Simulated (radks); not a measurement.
Values are calculated unless marked as measured or tabulated.
Excited configurations of V4+: one electron is placed in a higher orbital outside [Ar]. The ground configuration is [Ar] 3d1. Level of theory: scalar-relativistic Kohn-Sham, PBE, spin-polarised, spherical densities, finite nucleus; open shells are filled with parallel spins first; Fermi nuclear charge, rms radius 3.6002 fm (a radial shooting solver on a logarithmic mesh with Libxc functionals). Excitation = E - E(ground); binding = E(ion) - E, where the ion is the core of charge +5; n* = 5/sqrt(2 binding) in atomic units, and the quantum defect is n - n*.

[
 {"outer orbital": "5d", "excitation (eV)": "47.447", "binding (eV)": "18.083", "n*": "4.337", "quantum defect": "0.663", "eigenvalue (eV)": "-16.367", "<r> (bohr)": "5.205"},
 {"outer orbital": "6s", "excitation (eV)": "49.661", "binding (eV)": "15.869", "n*": "4.630", "quantum defect": "1.370", "eigenvalue (eV)": "-14.618", "<r> (bohr)": "6.586"},
 {"outer orbital": "6p", "excitation (eV)": "51.120", "binding (eV)": "14.410", "n*": "4.858", "quantum defect": "1.142", "eigenvalue (eV)": "-13.244", "<r> (bohr)": "7.075"},
 {"outer orbital": "6d", "excitation (eV)": "53.405", "binding (eV)": "12.126", "n*": "5.296", "quantum defect": "0.704", "eigenvalue (eV)": "-11.096", "<r> (bohr)": "8.046"},
 {"outer orbital": "7d", "excitation (eV)": "56.836", "binding (eV)": "8.694", "n*": "6.255", "quantum defect": "0.745", "eigenvalue (eV)": "-8.006", "<r> (bohr)": "11.46"},
 {"outer orbital": "7f", "excitation (eV)": "57.904", "binding (eV)": "7.626", "n*": "6.678", "quantum defect": "0.322", "eigenvalue (eV)": "-6.993", "<r> (bohr)": "12.51"}
]

The Delta-SCF ionisation energy is 65.531 eV (NIST Atomic Spectra Database: 65.282 eV, measured). Self-interaction in the functional shifts the binding energies and quantum defects, so they are the method's values and not measured ones. Open shells are spherical and high-spin; term and fine-structure splittings are not resolved.
